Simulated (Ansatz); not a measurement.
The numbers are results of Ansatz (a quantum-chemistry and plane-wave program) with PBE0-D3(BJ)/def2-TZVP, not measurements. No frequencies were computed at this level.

Ansatz 0.2 input:
```yaml
crystal:
  periodic: [false, false, false]
  atoms:
    - { symbol: Si, position_ang: [-2.354306, 0.774084, 0.254515] }
    - { symbol: Si, position_ang: [-1.078823, -1.012473, 0.56691] }
    - { symbol: Si, position_ang: [1.181465, -0.693928, 0.815988] }
    - { symbol: Si, position_ang: [2.293535, 0.230091, -0.864886] }
    - { symbol: H, position_ang: [-2.13924, 1.51566, -0.996839] }
    - { symbol: H, position_ang: [-3.775381, 1.042316, 0.518889] }
    - { symbol: H, position_ang: [-1.526501, -1.573613, 1.879908] }
    - { symbol: H, position_ang: [1.745597, -2.07485, 0.932921] }
    - { symbol: H, position_ang: [1.951202, 1.623987, -1.184331] }
    - { symbol: H, position_ang: [3.702452, 0.168727, -1.279726] }
basis:
  gaussian: { orbitals: def2-tzvp }
hamiltonian:
  xc: pbe0
  dispersion: d3bj
relax:
  max_steps: 150
```

Output:

```
[...]
these checks for a lower state are left out or cut short: starts, cluster_reference, orbital_swaps, neighbouring_geometries, increment
1336 factors; their error is unknown
mean field -31592.65961979 eV, -1161.0088267534 hartree, gradient 1.5e-5 eV, S^2 0.000000; 0 other end points of the search recorded, 0 dependent functions left out
reference -31592.65965924 eV, -1161.0088282034 hartree; 31, 31 occupied and 153, 153 virtual orbitals, 1336 factors
relax step   5: F+E_penalty+E_count = -31592.97942647 eV  Δ(F+E_penalty+E_count) = -3.546e-2 eV  max|allowed force component| = 3.174e-1 eV/Å  Δτ_max = 0.0885 Å  (30 SCF iters, accepted)
these checks for a lower state are left out or cut short: starts, cluster_reference, orbital_swaps, neighbouring_geometries, increment
1336 factors; their error is unknown
mean field -31592.67213590 eV, -1161.0092867119 hartree, gradient 1.7e-5 eV, S^2 0.000000; 0 other end points of the search recorded, 0 dependent functions left out
reference -31592.67217540 eV, -1161.0092881635 hartree; 31, 31 occupied and 153, 153 virtual orbitals, 1336 factors
relax step   6: F+E_penalty+E_count = -31592.99004661 eV  Δ(F+E_penalty+E_count) = -1.062e-2 eV  max|allowed force component| = 2.497e-2 eV/Å  Δτ_max = 0.0278 Å  (31 SCF iters, accepted)
these checks for a lower state are left out or cut short: starts, cluster_reference, orbital_swaps, neighbouring_geometries, increment
1336 factors; their error is unknown
mean field -31592.67207228 eV, -1161.0092843740 hartree, gradient 1.4e-5 eV, S^2 0.000000; 0 other end points of the search recorded, 0 dependent functions left out
reference -31592.67211173 eV, -1161.0092858240 hartree; 31, 31 occupied and 153, 153 virtual orbitals, 1336 factors
relax step   7: F+E_penalty+E_count = -31592.99066037 eV  Δ(F+E_penalty+E_count) = -6.138e-4 eV  max|allowed force component| = 1.375e-2 eV/Å  Δτ_max = 0.0165 Å  (30 SCF iters, accepted)
these checks for a lower state are left out or cut short: starts, cluster_reference, orbital_swaps, neighbouring_geometries, increment
1336 factors; their error is unknown
mean field evaluation 64: about -31592.6723 eV, gradient 1.4e-1 eV
mean field -31592.67230255 eV, -1161.0092928364 hartree, gradient 1.1e-5 eV, S^2 0.000000; 0 other end points of the search recorded, 0 dependent functions left out
reference -31592.67234198 eV, -1161.0092942853 hartree; 31, 31 occupied and 153, 153 virtual orbitals, 1336 factors
relax step   8: F+E_penalty+E_count = -31592.99149302 eV  Δ(F+E_penalty+E_count) = -8.326e-4 eV  max|allowed force component| = 1.174e-2 eV/Å  Δτ_max = 0.0321 Å  (31 SCF iters, accepted)
these checks for a lower state are left out or cut short: starts, cluster_reference, orbital_swaps, neighbouring_geometries, increment
1336 factors; their error is unknown
mean field -31592.67099933 eV, -1161.0092449438 hartree, gradient 1.5e-5 eV, S^2 0.000000; 0 other end points of the search recorded, 0 dependent functions left out
reference -31592.67103841 eV, -1161.0092463800 hartree; 31, 31 occupied and 153, 153 virtual orbitals, 1336 factors
relax step   9: F+E_penalty+E_count = -31592.99373956 eV  Δ(F+E_penalty+E_count) = -2.247e-3 eV  max|allowed force component| = 8.825e-2 eV/Å  Δτ_max = 0.1958 Å  (30 SCF iters, accepted)
these checks for a lower state are left out or cut short: starts, cluster_reference, orbital_swaps, neighbouring_geometries, increment
1336 factors; their error is unknown
mean field -31592.67360502 eV, -1161.0093407013 hartree, gradient 1.3e-5 eV, S^2 0.000000; 0 other end points of the search recorded, 0 dependent functions left out
reference -31592.67364410 eV, -1161.0093421372 hartree; 31, 31 occupied and 153, 153 virtual orbitals, 1336 factors
relax step  10: F+E_penalty+E_count = -31592.99603682 eV  Δ(F+E_penalty+E_count) = -2.297e-3 eV  max|allowed force component| = 7.007e-2 eV/Å  Δτ_max = 0.0406 Å  (30 SCF iters, accepted)
these checks for a lower state are left out or cut short: starts, cluster_reference, orbital_swaps, neighbouring_geometries, increment
1336 factors; their error is unknown
mean field -31592.68243280 eV, -1161.0096651162 hartree, gradient 1.3e-5 eV, S^2 0.000000; 0 other end points of the search recorded, 0 dependent functions left out
reference -31592.68247168 eV, -1161.0096665451 hartree; 31, 31 occupied and 153, 153 virtual orbitals, 1336 factors
relax step  11: F+E_penalty+E_count = -31593.00383758 eV  Δ(F+E_penalty+E_count) = -7.801e-3 eV  max|allowed force component| = 1.141e-1 eV/Å  Δτ_max = 0.1950 Å  (30 SCF iters, accepted)
these checks for a lower state are left out or cut short: starts, cluster_reference, orbital_swaps, neighbouring_geometries, increment
1336 factors; their error is unknown
mean field evaluation 96: about -31592.6872 eV, gradient 9.8e-6 eV
mean field -31592.68724412 eV, -1161.0098419288 hartree, gradient 9.8e-6 eV, S^2 0.000000; 0 other end points of the search recorded, 0 dependent functions left out
reference -31592.68728327 eV, -1161.0098433676 hartree; 31, 31 occupied and 153, 153 virtual orbitals, 1336 factors
relax step  12: F+E_penalty+E_count = -31593.00804258 eV  Δ(F+E_penalty+E_count) = -4.205e-3 eV  max|allowed force component| = 1.830e-1 eV/Å  Δτ_max = 0.1955 Å  (30 SCF iters, accepted)
these checks for a lower state are left out or cut short: starts, cluster_reference, orbital_swaps, neighbouring_geometries, increment
1336 factors; their error is unknown
mean field -31592.69177256 eV, -1161.0100083460 hartree, gradient 2.3e-5 eV, S^2 0.000000; 0 other end points of the search recorded, 0 dependent functions left out
reference -31592.69181175 eV, -1161.0100097861 hartree; 31, 31 occupied and 153, 153 virtual orbitals, 1336 factors
relax step  13: F+E_penalty+E_count = -31593.01252404 eV  Δ(F+E_penalty+E_count) = -4.481e-3 eV  max|allowed force component| = 1.498e-1 eV/Å  Δτ_max = 0.0750 Å  (30 SCF iters, accepted)
these checks for a lower state are left out or cut short: starts, cluster_reference, orbital_swaps, neighbouring_geometries, increment
1336 factors; their error is unknown
mean field -31592.70042675 eV, -1161.0103263815 hartree, gradient 1.9e-5 eV, S^2 0.000000; 0 other end points of the search recorded, 0 dependent functions left out
reference -31592.70046594 eV, -1161.0103278219 hartree; 31, 31 occupied and 153, 153 virtual orbitals, 1336 factors
relax step  14: F+E_penalty+E_count = -31593.02169947 eV  Δ(F+E_penalty+E_count) = -9.175e-3 eV  max|allowed force component| = 2.800e-2 eV/Å  Δτ_max = 0.1011 Å  (31 SCF iters, accepted)
these checks for a lower state are left out or cut short: starts, cluster_reference, orbital_swaps, neighbouring_geometries, increment
1336 factors; their error is unknown
mean field -31592.70438388 eV, -1161.0104718036 hartree, gradient 7.8e-6 eV, S^2 0.000000; 0 other end points of the search recorded, 0 dependent functions left out
reference -31592.70442304 eV, -1161.0104732425 hartree; 31, 31 occupied and 153, 153 virtual orbitals, 1336 factors
relax step  15: F+E_penalty+E_count = -31593.02628788 eV  Δ(F+E_penalty+E_count) = -4.588e-3 eV  max|allowed force component| = 7.221e-2 eV/Å  Δτ_max = 0.1697 Å  (30 SCF iters, accepted)
these checks for a lower state are left out or cut short: starts, cluster_reference, orbital_swaps, neighbouring_geometries, increment
1336 factors; their error is unknown
mean field -31592.70509140 eV, -1161.0104978044 hartree, gradient 1.1e-5 eV, S^2 0.000000; 0 other end points of the search recorded, 0 dependent functions left out
reference -31592.70513056 eV, -1161.0104992433 hartree; 31, 31 occupied and 153, 153 virtual orbitals, 1336 factors
relax step  16: F+E_penalty+E_count = -31593.02822668 eV  Δ(F+E_penalty+E_count) = -1.939e-3 eV  max|allowed force component| = 1.256e-1 eV/Å  Δτ_max = 0.1227 Å  (31 SCF iters, accepted)
these checks for a lower state are left out or cut short: starts, cluster_reference, orbital_swaps, neighbouring_geometries, increment
1336 factors; their error is unknown
mean field evaluation 128: about -31592.7064 eV, gradient 2.9e-5 eV
mean field -31592.70643935 eV, -1161.0105473404 hartree, gradient 1.5e-5 eV, S^2 0.000000; 0 other end points of the search recorded, 0 dependent functions left out
reference -31592.70647849 eV, -1161.0105487788 hartree; 31, 31 occupied and 153, 153 virtual orbitals, 1336 factors
relax step  17: F+E_penalty+E_count = -31593.03015872 eV  Δ(F+E_penalty+E_count) = -1.932e-3 eV  max|allowed force component| = 8.089e-2 eV/Å  Δτ_max = 0.0186 Å  (30 SCF iters, accepted)
these checks for a lower state are left out or cut short: starts, cluster_reference, orbital_swaps, neighbouring_geometries, increment
1336 factors; their error is unknown
mean field -31592.68613621 eV, -1161.0098012139 hartree, gradient 2.5e-5 eV, S^2 0.000000; 0 other end points of the search recorded, 0 dependent functions left out
reference -31592.68617533 eV, -1161.0098026516 hartree; 31, 31 occupied and 153, 153 virtual orbitals, 1336 factors
relax step  18: F+E_penalty+E_count = -31593.01128163 eV  Δ(F+E_penalty+E_count) = +1.888e-2 eV  max|allowed force component| = 7.490e-1 eV/Å  Δτ_max = 0.0368 Å  (31 SCF iters, rejected (line search))
these checks for a lower state are left out or cut short: starts, cluster_reference, orbital_swaps, neighbouring_geometries, increment
1336 factors; their error is unknown
mean field -31592.70668281 eV, -1161.0105562877 hartree, gradient 8.9e-5 eV, S^2 0.000000; 0 other end points of the search recorded, 0 dependent functions left out
reference -31592.70672196 eV, -1161.0105577261 hartree; 31, 31 occupied and 153, 153 virtual orbitals, 1336 factors
relax step  19: F+E_penalty+E_count = -31593.03091236 eV  Δ(F+E_penalty+E_count) = -7.536e-4 eV  max|allowed force component| = 2.623e-2 eV/Å  Δτ_max = 0.0184 Å  (28 SCF iters, accepted)
these checks for a lower state are left out or cut short: starts, cluster_reference, orbital_swaps, neighbouring_geometries, increment
1336 factors; their error is unknown
mean field -31592.70533960 eV, -1161.0105069255 hartree, gradient 1.7e-5 eV, S^2 0.000000; 0 other end points of the search recorded, 0 dependent functions left out
reference -31592.70537873 eV, -1161.0105083635 hartree; 31, 31 occupied and 153, 153 virtual orbitals, 1336 factors
relax step  20: F+E_penalty+E_count = -31593.03157761 eV  Δ(F+E_penalty+E_count) = -6.652e-4 eV  max|allowed force component| = 3.517e-2 eV/Å  Δτ_max = 0.0595 Å  (29 SCF iters, accepted)
these checks for a lower state are left out or cut short: starts, cluster_reference, orbital_swaps, neighbouring_geometries, increment
1336 factors; their error is unknown
mean field -31592.70431128 eV, -1161.0104691356 hartree, gradient 2.3e-5 eV, S^2 0.000000; 0 other end points of the search recorded, 0 dependent functions left out
reference -31592.70435043 eV, -1161.0104705743 hartree; 31, 31 occupied and 153, 153 virtual orbitals, 1336 factors
relax step  21: F+E_penalty+E_count = -31593.03178363 eV  Δ(F+E_penalty+E_count) = -2.060e-4 eV  max|allowed force component| = 2.386e-2 eV/Å  Δτ_max = 0.0566 Å  (29 SCF iters, accepted)
these checks for a lower state are left out or cut short: starts, cluster_reference, orbital_swaps, neighbouring_geometries, increment
1336 factors; their error is unknown
mean field evaluation 160: about -31592.7048 eV, gradient 1.4e-1 eV
mean field -31592.70485052 eV, -1161.0104889521 hartree, gradient 9.0e-5 eV, S^2 0.000000; 0 other end points of the search recorded, 0 dependent functions left out
reference -31592.70488968 eV, -1161.0104903911 hartree; 31, 31 occupied and 153, 153 virtual orbitals, 1336 factors
relax step  22: F+E_penalty+E_count = -31593.03199257 eV  Δ(F+E_penalty+E_count) = -2.089e-4 eV  max|allowed force component| = 1.386e-2 eV/Å  Δτ_max = 0.0213 Å  (29 SCF iters, accepted)
these checks for a lower state are left out or cut short: starts, cluster_reference, orbital_swaps, neighbouring_geometries, increment
1336 factors; their error is unknown
mean field -31592.70481134 eV, -1161.0104875122 hartree, gradient 1.4e-5 eV, S^2 0.000000; 0 other end points of the search recorded, 0 dependent functions left out
reference -31592.70485049 eV, -1161.0104889512 hartree; 31, 31 occupied and 153, 153 virtual orbitals, 1336 factors
relax step  23: F+E_penalty+E_count = -31593.03202419 eV  Δ(F+E_penalty+E_count) = -3.162e-5 eV  max|allowed force component| = 7.030e-3 eV/Å  Δτ_max = 0.0033 Å  (25 SCF iters, accepted)
1336 factors; their error is unknown
mean field -31592.70481134 eV, -1161.0104875122 hartree, gradient 1.4e-5 eV, S^2 0.000000; 1 other end points of the search recorded, 0 dependent functions left out
reference -31592.70485049 eV, -1161.0104889512 hartree; 31, 31 occupied and 153, 153 virtual orbitals, 1336 factors
Total energy: -31593.03206334 eV, -1161.0225138016 hartree
Atom 0 at    -2.175965     0.899489     0.412301 Å, force    -0.003905    -0.004726     0.000165 eV/Å
Atom 1 at    -1.076549    -0.941393     0.612965 Å, force     0.001221     0.007030     0.000246 eV/Å
Atom 2 at     1.176215    -0.716728     0.734988 Å, force    -0.000918     0.000835    -0.004809 eV/Å
Atom 3 at     2.115745     0.102884    -1.020819 Å, force     0.005254     0.000766     0.002067 eV/Å
Atom 4 at    -1.467492     2.108511    -0.067771 Å, force     0.001799     0.000449    -0.001345 eV/Å
Atom 5 at    -3.642399     0.940122     0.193287 Å, force     0.005415    -0.000539     0.000419 eV/Å
Atom 6 at    -1.752985    -2.131026     1.186566 Å, force    -0.002910    -0.002609     0.000980 eV/Å
Atom 7 at     1.975037    -1.560900     1.657737 Å, force     0.001257    -0.000238     0.000691 eV/Å
Atom 8 at     1.288802     0.861053    -1.988167 Å, force    -0.000823     0.000498     0.001172 eV/Å
Atom 9 at     3.559592     0.437988    -1.077738 Å, force    -0.006390    -0.001466     0.000415 eV/Å
Dipole moment:    -0.001302     0.020782    -0.015210 e Å
```

Cost: around 2.3 core-minutes (rough).
